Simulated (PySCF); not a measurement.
PBE on O⁻ (oxygen, charge -1), [He] 2s2 2p5, 2P determinant. Computed with PySCF 2.14 in aug-cc-pVTZ with one added diffuse shell each of s, p, d, f type (6s5p4d3f, 62 functions), with no relativity, point nucleus.

```
cycle= 1 E= -74.7354393474301  delta_E= 0.325  |g|= 0.713  |ddm|= 1.42
cycle= 2 E= -74.3343913760354  delta_E= 0.401  |g|=  1.4  |ddm|=  2.6
cycle= 3 E= -74.9475585947853  delta_E= -0.613  |g|= 0.483  |ddm|= 1.36
cycle= 4 E= -75.0746695191592  delta_E= -0.127  |g|= 0.0192  |ddm|= 0.605
cycle= 5 E= -75.0734556059064  delta_E= 0.00121  |g|= 0.0526  |ddm|= 0.178
cycle= 6 E= -75.0749646023069  delta_E= -0.00151  |g|= 0.0174  |ddm|= 0.0715
cycle= 7 E= -75.0751304226845  delta_E= -0.000166  |g|= 0.00018  |ddm|= 0.0293
cycle= 8 E= -75.0751303595386  delta_E= 6.31e-08  |g|= 0.000425  |ddm|= 0.00088
cycle= 9 E= -75.0751304513852  delta_E= -9.18e-08  |g|= 0.000124  |ddm|= 0.000467
cycle= 10 E= -75.0751304598614  delta_E= -8.48e-09  |g|= 1.57e-05  |ddm|= 0.000159
cycle= 11 E= -75.0751304600074  delta_E= -1.46e-10  |g|= 1.31e-06  |ddm|= 2.3e-05
converged SCF energy = -75.0751304600074  <S^2> = 0.77675945  2S+1 = 2.0265828
```

Highest occupied orbital energy: 2.064 eV; ⟨L²⟩ = 2.04; populations by l: s 4.00, p 5.00, d 0.00, f 0.00.

Question: Can this result be used?

Answer: With care. The calculation finished and met its thresholds. At PBE the highest occupied level has a positive energy, so only the finite basis holds that electron; in a semilocal or global hybrid functional this comes from self-interaction and does not mean that the real anion is unbound.
